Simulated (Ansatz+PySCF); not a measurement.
## singlet H2: levels of theory in one basis

```yaml
atoms:
  - { symbol: H, position_ang: [0.0000, 0.0000, -0.3804] }
  - { symbol: H, position_ang: [0.0000, 0.0000, 0.3804] }
```

Basis set: def2-SVP (spherical functions). All electrons are correlated. Charge 0, multiplicity 1.

Computed with Ansatz (development build ahead of 0.2.0); each method stands on the lowest determinant of its kind that the runs found. NEVPT2 correlates all electrons. Active spaces start from the frontier orbitals, and the lowest solution found is given.

```
     method  E − E(RHF) (eV)  <S²> of the determinant
        RHF             0.00                     0.00
    RHF-MP2            -0.72                        –
   RHF-CCSD            -0.95                        –
RHF-CCSD(T)            -0.95                        –
CASSCF(2,2)            -0.51                        –
```

Question: What does SC-NEVPT2(2,2) give on the same scale?

Answer: -0.80 eV. NEVPT2 here correlates all electrons, so it doesn't share the others' frozen core.

Question: Is a single determinant a sound starting point here?

Answer: By this sign, yes. Unrestricted orbitals gain 0.00 eV and <S²> is 0.00 against 0.00 for a pure state. The CASSCF(2,2) natural occupations are 1.97, 0.03.
